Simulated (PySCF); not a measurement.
GaF₂Br, SMILES [F][Ga]([F])[Br].

Coordinates come from a PBE0-D3(BJ)/def2-SVP optimisation. The structure was generated by enumeration; whether it is a known compound was not checked.

Level of theory: PBE/def2-TZVPD run with PySCF.

Symmetry labels are those of the subgroup C2v that the program uses (full group C2v).

Task: List the valence orbital energies around the gap with their symmetry. (The exact figures need the calculation; the answer reports its results.)

Result: 
```json
[
 {"orbital": "HOMO−7", "symmetry": "B2", "energy (eV)": "-10.89"},
 {"orbital": "HOMO−6", "symmetry": "A1", "energy (eV)": "-10.52"},
 {"orbital": "HOMO−5", "symmetry": "B1", "energy (eV)": "-10.16"},
 {"orbital": "HOMO−4", "symmetry": "A2", "energy (eV)": "-9.67"},
 {"orbital": "HOMO−3", "symmetry": "B2", "energy (eV)": "-9.51"},
 {"orbital": "HOMO−2", "symmetry": "A1", "energy (eV)": "-9.34"},
 {"orbital": "HOMO−1", "symmetry": "B1", "energy (eV)": "-8.29"},
 {"orbital": "HOMO", "symmetry": "B2", "energy (eV)": "-8.10"},
 {"orbital": "LUMO", "symmetry": "A1", "energy (eV)": "-3.31"},
 {"orbital": "LUMO+1", "symmetry": "B1", "energy (eV)": "-2.07"},
 {"orbital": "LUMO+2", "symmetry": "A1", "energy (eV)": "0.03"},
 {"orbital": "LUMO+3", "symmetry": "B2", "energy (eV)": "0.25"}
]
```
